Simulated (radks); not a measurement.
Spherical quantum dot in the effective-mass picture: electrons in a parabolic well V = omega^2 r^2 / 2 with omega = 1.06, all in effective atomic units (hartree* = m*/eps^2 hartree, bohr* = eps/m* bohr), one dielectric constant everywhere. Method: non-relativistic Kohn-Sham, LDA (Slater exchange, Perdew-Wang correlation), spin-polarised, spherical densities; computed with a radial shooting solver with Libxc functionals. Levels are named by radial order and angular momentum (1s, 1p, 1d, 2s, ...), and open shells are averaged over m. Results are scaled to m* = 0.064 and eps = 4.6, for which hartree* = 82.3 meV and bohr* = 3.803 nm. Each electron was tried in the lowest free levels, single moves between levels near the top were tried too, and the lowest total energy was kept; such a search can miss a lower state. At N = 1 the Hartree and exchange-correlation terms need not cancel, so that row can carry a self-interaction error.

N        open shells  2S  E (meV)  addition energy mu(N+1) - mu(N) (meV)  e(HOMO) (meV)  rms radius (nm)
1   1s(up 1, down 0)   1  133.656                                  60.53         157.32            4.559
2               none   0  327.840                                  118.9         217.34            4.832
3   1p(up 1, down 0)   1  640.899                                  39.73         332.77            5.441
4   1p(up 2, down 0)   2  993.689                                  39.98         372.83            5.795
5   1p(up 3, down 0)   3  1386.46                                  49.72         412.64            6.055
6   1p(up 3, down 1)   2  1828.96                                  36.53         460.67            6.284
7   1p(up 3, down 2)   1  2307.98                                  36.66         497.39            6.479
8               none   0  2823.67                                  95.87         533.93            6.653
9   1d(up 1, down 0)   1  3435.23                                  32.23         627.69            6.900
10  1d(up 2, down 0)   2  4079.02                                  32.05         659.85            7.111
11  1d(up 3, down 0)   3  4754.85                                  31.79         691.78            7.298
12  1d(up 4, down 0)   4  5462.48                                  31.49         723.43            7.467
13  1d(up 5, down 0)   5  6201.60                                  39.25         754.76            7.621
14  1d(up 5, down 1)   4  6979.97                                  29.89         793.33            7.769
15  1d(up 5, down 2)   3  7788.23                                  29.76         823.17            7.906
16  1d(up 5, down 3)   2  8626.25                                  29.57         852.84            8.035
17  1d(up 5, down 4)   1  9493.84                                  29.34         882.30            8.158
18              none   0  10390.8                                  37.69         911.52            8.274
19  2s(up 1, down 0)   1  11325.4                                  32.90         949.50            8.389
20              none   0  12292.9                                  66.05         982.25            8.500
21  1f(up 1, down 0)   1  13326.5                                  26.63         1046.9            8.630
22  1f(up 2, down 0)   2  14386.7                                  26.48         1073.5            8.752
23  1f(up 3, down 0)   3  15473.4                                  26.32         1099.9            8.869
24  1f(up 4, down 0)   4  16586.4                                  26.15         1126.1            8.980
25  1f(up 5, down 0)   5  17725.5                                  25.98         1152.2            9.087
26  1f(up 6, down 0)   6  18890.6                                  25.81         1178.1            9.189
27  1f(up 7, down 0)   7  20081.6                                  31.91         1203.8            9.288
28  1f(up 7, down 1)   6  21304.4                                  25.06         1235.4            9.385
29  1f(up 7, down 2)   5  22552.3                                  24.94         1260.4            9.478
30  1f(up 7, down 3)   4  23825.2                                  24.81         1285.3            9.569
31  1f(up 7, down 4)   3  25122.8                                  24.68         1310.0            9.657
32  1f(up 7, down 5)   2  26445.2                                  24.55         1334.6            9.743
33  1f(up 7, down 6)   1  27792.1                                  24.41         1359.1            9.827
34              none   0  29163.4                                  36.35         1383.5            9.908
35  2p(up 1, down 0)   1  30571.0                                  24.53         1419.9            9.990
36  2p(up 2, down 0)   2  32003.2                                  24.45         1444.4            10.07
37  2p(up 3, down 0)   3  33459.8                                      -         1468.8            10.15

All shells are closed at N = 2, 8, 18, 20, 34 (there: 1s2 1p6 1d10 2s2 1f14); the second difference of the energy has clear peaks (12 % above both neighbours; the first and last values, which can be the largest, are not judged, and half-filled shells can peak too) at N = 2, 5, 8, 13, 18, 20, 27, 34.
